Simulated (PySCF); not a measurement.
Cd(Br)(Et) (C2H5BrCd), SMILES C[CH2][Cd][Br].

Coordinates come from a PBE-D3(BJ)/def2-SVP optimisation. The structure was generated by enumeration; whether it is a known compound was not checked. The def2 effective core potentials stand for the cores of Cd; spin–orbit coupling is left out. The values are those of a single conformer.

The numbers are results of PBE-D3(BJ)/def2-SVP (PySCF 2.14.0), not measurements.

Frequencies are harmonic and unscaled.

| mode | ν (cm⁻¹) | IR (km/mol) | moving atoms (share of kinetic energy) |
|---|---|---|---|
| 1 | 60 | 0.7 | Cd 36 %, C 32 %, Br 19 %, H 14 % |
| 2 | 82 | 0.9 | H 31 %, Cd 30 %, C 27 %, Br 11 % |
| 3 | 207 | 6.1 | C 50 %, Br 27 %, H 15 % |
| 4 | 238 | 0.8 | H 88 %, C 10 % |
| 5 | 254 | 18.4 | Br 36 %, Cd 35 %, C 20 %, H 9 % |
| 6 | 473 | 12.2 | C 65 %, H 21 %, Cd 14 % |
| 7 | 628 | 20.1 | H 83 %, C 17 % |
| 8 | 912 | 1.9 | H 92 %, C 8 % |
| 9 | 937 | 5.2 | H 84 %, C 16 % |
| 10 | 1022 | 2.2 | C 76 %, H 24 % |
| 11 | 1138 | 62.5 | H 68 %, C 32 % |
| 12 | 1199 | 2.9 | H 76 %, C 24 % |
| 13 | 1345 | 6.4 | H 82 %, C 18 % |
| 14 | 1391 | 0.5 | H 90 %, C 10 % |
| 15 | 1422 | 1.6 | H 97 % |
| 16 | 1424 | 7.9 | H 97 % |
| 17 | 2953 | 40.4 | H 97 % |
| 18 | 2992 | 8.4 | H 95 % |
| 19 | 3031 | 15.5 | H 91 %, C 9 % |
| 20 | 3044 | 0.2 | H 91 %, C 9 % |
| 21 | 3063 | 19.7 | H 90 %, C 10 % |
